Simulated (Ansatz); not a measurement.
Two isomers of C4H6Se: A = `CC(C)=C=[Se]`, B = `C1=C[Se]CC1`.

Isolated molecules relaxed with PBE0-D4/def2-TZVP in Ansatz; ΔE leaves out vibrations. CCSD(T)/CBS adds triple-zeta CCSD(T) − MP2 to the extrapolated MP2 energy (def2 sets, frozen cores). DFT in def2-TZVPP. B3LYP here is the variant with VWN-RPA as its local correlation; programs differ in this. For Se outer-core shells are correlated without core-valence functions, which leaves a few kJ/mol of doubt a bond. Scalar relativity is left out up to krypton.

**Question.** Which isomer does CCSD(T)/CBS put lower? Give the gap. (Estimate.)

**Answer.** The calculation gave: B, by 79.4 kJ/mol.

**Question.** Give E(B) − E(A) in kJ/mol with MP2/def2-TZVPP, CCSD(T)/def2-TZVPP, B2PLYP, HF/def2-TZVPP, B3LYP, r2SCAN-D4, ωB97M-V. (An estimate is asked.)

**Answer.** The calculation gave: MP2/def2-TZVPP -83.4, CCSD(T)/def2-TZVPP -79.9, B2PLYP -63.2, HF/def2-TZVPP -71.9, B3LYP -55.2, r2SCAN-D4 -67.8, ωB97M-V -83.0. None reverses the order clearly.

Largest T1 diagnostic: 0.015.

The D4 term adds −7.3 kJ/mol with B3LYP and −3.2 kJ/mol with PBE0; it sums over pairs of atoms, weighted by their polarisabilities, and B3LYP, whose exchange is more repulsive, gets the larger term. From PBE to PBE0 (25 % exact exchange), in def2-TZVPP and without D4, E(B) − E(A) moves by −16.1 kJ/mol.
